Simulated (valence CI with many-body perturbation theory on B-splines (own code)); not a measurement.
Forbidden lines of Ta

Method: configuration interaction combined with many-body perturbation theory (CI+MBPT): five valence electrons over a frozen Dirac-Fock core [Xe] 4f14, radial functions for each j: 9 s, 9 p, 9 d, 7 f, 4 g, 2 h, with the one-electron correlation potential Σ1, the two-electron term Σ2, the three-electron term Σ3, Breit, model QED; selected CI, second order for the rest, scaled by the run's own slope (own B-spline code, finite nucleus).

Against 6 measured levels this calculation errs by 60 cm⁻¹ on average and by 93 at most. These come from a selection out of the NIST Handbook of Basic Atomic Spectroscopic Data. Levels without a partner in it may be off by more, other configurations by 1,000 to 4,000 cm⁻¹. Among the levels kept, up to 1000 cm⁻¹ of a level comes from second order outside the variational space, and about a tenth of that is noise between levels of different J, which matters for small intervals.

Lines 1 to 50 of 87 in falling wavelength, among levels below 2.855 eV, chosen from the decays that carry over 1 % of a level's rate. Wavelengths and rates use the calculated energies, so an error of 60 cm⁻¹ moves a line at 2385 nm by 1.4 % and its rate by three times that or more. Electric multipoles are in the length gauge, E1 and E2 with the static RPA response of the core. S is in atomic units (e²a₀⁴ for E2 and M2, e²a₀⁶ for E3), for M1 in squared Bohr magnetons. Weak lines are less certain than strong ones. Lines between different terms over intervals too small for the method are left out, as are lines whose strength nearly cancels. The highest levels of a list are the least certain.

Names give the largest LS component (configuration and term), which can be under half, so a name can repeat, a term be missing and a line seem to break the LS rules; names also repeat where a configuration has a term twice. Letters in brackets count levels of one name in rising energy.

| λ vac (nm) | λ from measured levels | Upper | Lower | Type | A (s⁻¹) | S (a.u.) |
| --- | --- | --- | --- | --- | --- | --- |
| 10850 |  | 5d4 6s 6D_7/2 | 5d4 6s 6D_5/2 | M1 | 3.55e-02 | 1.34e+01 |
| 9349 |  | 5d4 6s 6D_5/2 | 5d4 6s 6D_3/2 | M1 | 6.12e-02 | 1.11e+01 |
| 9202 |  | 5d4 6s 4H_13/2 | 5d4 6s 4H_11/2 | M1 | 3.04e-02 | 1.23e+01 |
| 8655 |  | 5d4 6s 6D_9/2 | 5d4 6s 6D_7/2 | M1 | 4.43e-02 | 1.07e+01 |
| 8095 |  | 5d4 6s 4H_11/2 | 5d4 6s 4H_9/2 | M1 | 6.66e-02 | 1.57e+01 |
| 5911 | 6035 | 5d3 6s2 4F_9/2 | 5d3 6s2 4F_7/2 | M1 | 1.16e-01 | 8.90e+00 |
| 5132 | 5118 | 5d3 6s2 4F_7/2 | 5d3 6s2 4F_5/2 | M1 | 2.93e-01 | 1.18e+01 |
| 5101 | 4975 | 5d3 6s2 4F_5/2 | 5d3 6s2 4F_3/2 | M1 | 3.00e-01 | 8.85e+00 |
| 4697 |  | 5d3 6s2 2D_5/2 | 5d3 6s2 2D_3/2 | M1 | 8.47e-02 | 1.95e+00 |
| 3288 | 3140 | 5d3 6s2 4P_5/2 | 5d3 6s2 4P_3/2 | M1 | 3.88e-01 | 3.07e+00 |
| 3247 |  | 5d3 6s2 2P_3/2 | 5d3 6s2 2D_5/2 | M1 | 1.06e-01 | 5.38e-01 |
| 2597 |  | 5d3 6s2 2D_5/2 | 5d3 6s2 4P_5/2 | M1 | 4.67e-02 | 1.82e-01 |
| 2424 |  | 5d3 6s2 2P_3/2 | 5d3 6s2 2P_1/2 | M1 | 5.24e-01 | 1.11e+00 |
| 2385 | 2464 | 5d3 6s2 4P_3/2 | 5d3 6s2 4F_5/2 | M1 | 7.93e-02 | 1.59e-01 |
| 2353 |  | 5d4 6s 6D_5/2 | 5d3 6s2 4P_3/2 | M1 | 3.70e-03 | 1.07e-02 |
| 2212 |  | 5d3 6s2 2H_11/2 | 5d3 6s2 2H_9/2 [a] | M1 | 4.69e-01 | 2.26e+00 |
| 2124 |  | 5d3 6s2 2H_9/2 [b] | 5d3 6s2 2H_9/2 [a] | M1 | 8.14e-01 | 2.89e+00 |
| 2100 |  | 5d3 6s2 2D_3/2 | 5d3 6s2 4P_3/2 | M1 | 7.77e-01 | 1.07e+00 |
| 2016 |  | 5d3 6s2 2D_3/2 | 5d3 6s2 4P_1/2 | M1 | 1.25e-01 | 1.52e-01 |
| 1920 |  | 5d3 6s2 2P_3/2 | 5d3 6s2 2D_3/2 | M1 | 1.13e+00 | 1.18e+00 |
| 1894 |  | 5d3 6s2 2H_9/2 [a] | 5d3 6s2 4F_9/2 | M1 | 8.57e-01 | 2.16e+00 |
| 1892 | 1891 | 5d3 6s2 4P_5/2 | 5d3 6s2 4F_7/2 | M1 | 3.11e-02 | 4.69e-02 |
| 1762 |  | 5d3 6s2 2H_9/2 [b] | 5d3 6s2 2G_7/2 | M1 | 9.87e-01 | 2.00e+00 |
| 1748 |  | 5d3 6s2 2P_3/2 | 5d4 6s 6D_5/2 | M1 | 2.13e-01 | 1.69e-01 |
| 1747 |  | 5d4 6s 6D_7/2 | 5d3 6s2 4F_9/2 | M1 | 7.15e-03 | 1.13e-02 |
| 1679 | 1653 | 5d3 6s2 4P_1/2 | 5d3 6s2 4F_3/2 | M1 | 3.11e-02 | 1.09e-02 |
| 1665 |  | 5d3 6s2 2G_7/2 | 5d3 6s2 4F_7/2 | M1 | 5.32e-01 | 7.29e-01 |
| 1655 |  | 5d3 6s2 2P_1/2 | 5d3 6s2 4P_1/2 | M1 | 1.29e+00 | 4.33e-01 |
| 1625 | 1648 | 5d3 6s2 4P_3/2 | 5d3 6s2 4F_3/2 | M1 | 3.35e-01 | 2.13e-01 |
| 1489 |  | 5d3 6s2 2F_7/2 | 5d3 6s2 2H_9/2 [a] | M1 | 3.69e-02 | 3.61e-02 |
| 1472 |  | 5d3 6s2 2P_3/2 | 5d4 6s 6D_3/2 | M1 | 1.55e-01 | 7.32e-02 |
| 1451 |  | 5d3 6s2 2D_5/2 | 5d3 6s2 4P_3/2 | M1 | 6.32e-02 | 4.29e-02 |
| 1443 |  | 5d3 6s2 2P_3/2 | 5d3 6s2 4P_5/2 | M1 | 6.99e-01 | 3.12e-01 |
| 1434 |  | 5d3 6s2 2H_9/2 [a] | 5d3 6s2 4F_7/2 | M1 | 6.12e-01 | 6.69e-01 |
| 1408 |  | 5d4 6s 6D_1/2 | 5d3 6s2 4F_5/2 | E2 | 1.82e-03 | 1.80e+00 |
| 1382 | 1381 | 5d3 6s2 4P_5/2 | 5d3 6s2 4F_5/2 | M1 | 2.18e-02 | 1.28e-02 |
| 1356 |  | 5d4 6s 6D_3/2 | 5d3 6s2 4F_5/2 | M1 | 9.94e-02 | 3.68e-02 |
| 1348 |  | 5d4 6s 6D_7/2 | 5d3 6s2 4F_7/2 | M1 | 1.11e-02 | 8.07e-03 |
| 1325 |  | 5d3 6s2 2F_5/2 | 5d3 6s2 2G_7/2 | M1 | 2.17e-01 | 1.12e-01 |
| 1302 |  | 5d3 6s2 2F_7/2 | 5d3 6s2 2G_7/2 | M1 | 4.11e-01 | 2.69e-01 |
| 1257 |  | 5d3 6s2 2G_7/2 | 5d3 6s2 4F_5/2 | M1 | 1.10e+00 | 6.49e-01 |
| 1235 |  | 5d4 6s 4H_9/2 | 5d4 6s 6D_9/2 | M1 | 3.32e-01 | 2.32e-01 |
| 1210 |  | 5d3 6s2 2F_5/2 | 5d3 6s2 4P_5/2 | M1 | 1.72e-01 | 6.76e-02 |
| 1184 |  | 5d4 6s 6D_5/2 | 5d3 6s2 4F_5/2 | M1 | 3.89e-02 | 1.44e-02 |
| 1167 |  | 5d4 6s 6D_9/2 | 5d3 6s2 4F_7/2 | M1 | 7.04e-02 | 4.14e-02 |
| 1117 |  | 5d3 6s2 2D_3/2 | 5d3 6s2 4F_5/2 | M1 | 1.31e+00 | 2.69e-01 |
| 1103 |  | 5d4 6s 6D_1/2 | 5d3 6s2 4F_3/2 | M1 | 3.42e-02 | 3.40e-03 |
| 1103 |  | 5d4 6s 6D_1/2 | 5d3 6s2 4F_3/2 | E2 | 4.74e-03 | 1.38e+00 |
| 1095 |  | 5d3 6s2 2D_5/2 | 5d3 6s2 4F_7/2 | M1 | 1.24e+00 | 3.61e-01 |
| 1081 |  | 5d4 6s 4H_9/2 | 5d4 6s 6D_7/2 | M1 | 4.95e-02 | 2.32e-02 |
